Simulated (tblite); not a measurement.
Species: C₇H₇N (charge +1 and doublet state).
Z-matrix (Å and degrees, GFN2-xTB geometry), rows numbered from 1:
```
C 
C   1  1.3448
C   2  1.4565  1  127.23
C   3  1.3697  2  108.69  1  -179.97
C   4  1.4389  3  108.49  2     0.01
C   5  1.4566  4  126.23  3   179.98
N   6  1.2419  5  128.91  4     0.01
C   5  1.3827  4  108.88  3    -0.02
H   1  1.0785  2  121.65  3   179.97
H   1  1.0787  2  121.21  3    -0.03
H   3  1.0744  2  124.45  1     0.08
H   4  1.0744  3  126.08  2  -179.99
H   6  1.0921  5  114.69  4  -179.93
H   7  1.0102  6  129.00  5     0.06
H   8  1.0747  2  124.81  1    -0.04
```

Computed geometry: GFN2-xTB, gas phase. This method treats the open shell by occupation alone, without spin polarisation.

Masses are those of the commonest isotopes; rigid-rotor values at the optimised geometry. The values belong to one conformer with, in the numbering `[H]/[N:7]=[CH:6]\[C:5]1=[CH:8][C:2]([CH2+:1])[CH:3]=[CH:4]1`, H–C1–C2–C3 180° and 0°, C4–C5–C6–N7 0°.

Question: Give the principal moments of inertia and the rotational constants in MHz.

Answer: Ia = 75.94, Ib = 384.71, Ic = 460.65 u·Å²; 505379 MHz·u·Å²/I gives A = 6655, B = 1314, C = 1097 MHz.

Question: Classify the top.

Answer: A near-prolate asymmetric top: κ = (2 × 1314 − 6655 − 1097)/(6655 − 1097) = -0.92.

Question: Is it planar, by Δ = Ic − Ia − Ib?

Answer: Planar: Δ = Ic − Ia − Ib = 0.00 u·Å². For a rigid frame Δ = −2 Σ m c², so it vanishes when all atoms lie in the ab plane; here none is more than 0.01 Å from it.

Question: Where do the levels up to J = 4 lie, in MHz?

Answer: Above 0(0,0):
J = 1: 1(0,1) 2411, 1(1,1) 7752, 1(1,0) 7969
J = 2: 2(0,2) 7226, 2(1,2) 12357, 2(1,1) 13007, 2(2,1) 29032, 2(2,0) 29039
J = 3: 3(0,3) 14432, 3(1,3) 19261, 3(1,2) 20560, 3(2,2) 36264, 3(2,1) 36297, 3(3,1) 63518, 3(3,0) 63518
J = 4: 4(0,4) 24011, 4(1,4) 28458, 4(1,3) 30623, 4(2,3) 45902, 4(2,2) 45999, 4(3,2) 73174, 4(3,1) 73175, 4(4,1) 111312, 4(4,0) 111312
The levels of one J sum to (2J + 1)J(J + 1)(A + B + C)/3.

Question: Estimate the classical rotational partition function at 200 K, 298.15 K and 500 K.

Answer: Point group Cs, symmetry number σ = 1; q = (√π/σ)·√((kT/h)³/(ABC)), k/h = 20836.6 MHz/K: 154000 at 200 K, 280000 at 298.15 K, 609000 at 500 K.

For this open shell read J as N, the rotation without spin; fine and hyperfine splittings come on top. Its GFN2-xTB frequencies are all real (lowest 21 cm⁻¹). These are rigid-rotor constants of the computed structure; measured ground-state constants (B0) also hold zero-point vibration.

The run took 0.2 s wall on one thread, Arm Neoverse V2 (aarch64), shared host with 96 logical CPUs at a one-minute load of 39. That covers the optimisation of the geometry.
